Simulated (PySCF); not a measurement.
Species: `Cc1cncpc1`. The columns A, B, C and D hold Mulliken, IAO, Hirshfeld and ESP-fitted charges (e) of one PBE0/pcSseg-1 density (PySCF), in a shuffled order. Coordinates in Å (GFN2-xTB); the density's dipole moment is (-2.39, 0.15, 0.10) D.

```
atom       x       y       z       A       B       C       D
  C1  -1.912  -0.258   0.058  -0.112  -0.427  -0.506  -0.127
  C2  -0.439   0.014   0.009  +0.011  +0.005  -0.136  -0.349
  C3   0.443  -1.068  -0.035  +0.019  -0.011  +0.434  +0.170
  N4   1.758  -0.998  -0.076  -0.152  -0.248  -0.678  -0.364
  C5   2.395   0.147  -0.079  -0.045  -0.237  +0.367  -0.187
  P6   1.719   1.755  -0.030  +0.086  +0.338  -0.264  +0.422
  C7   0.040   1.311   0.017  -0.099  -0.361  +0.066  -0.307
  H8  -2.166  -0.763   0.989  +0.051  +0.160  +0.160  +0.141
  H9  -2.203  -0.911  -0.764  +0.051  +0.158  +0.159  +0.138
 H10  -2.484   0.664  -0.005  +0.050  +0.150  +0.158  +0.117
 H11   0.044  -2.076  -0.038  +0.050  +0.151  +0.047  +0.090
 H12   3.477   0.060  -0.117  +0.042  +0.162  +0.064  +0.134
 H13  -0.678   2.123   0.054  +0.047  +0.160  +0.128  +0.122
```

Which column most likely holds the ESP-fitted charges?

C. Σ q r misses the density's dipole by 0.03 D (C), 1.30 D (A), 1.90 D (B), 2.02 D (D). Charges fitted to the outside potential are the only set here that is tied to the molecule's multipoles.

And the Hirshfeld charges?

A. The mean sizes are 0.063 e (A), 0.198 e (B), 0.205 e (D), 0.244 e (C), and Hirshfeld charges are commonly the smallest of these schemes.

As computed, A = Hirshfeld, B = IAO, C = ESP-fitted, D = Mulliken. Hydrogens on carbon: Hirshfeld +0.04 to +0.05, IAO +0.15 to +0.16, ESP-fitted +0.05 to +0.16, Mulliken +0.09 to +0.14 e.

The Hirshfeld scheme divides the density at each point in proportion to the densities of the neutral, spherically averaged free atoms. The Mulliken scheme counts on each atom the diagonal of the density matrix times the overlap matrix over that atom's basis functions.

Isolated species at its GFN2-xTB geometry, gas phase.

These values come from a run that also computed NMR shieldings. On an Arm Neoverse N1 with one thread, no GPU, shared host, this took 31 s wall.
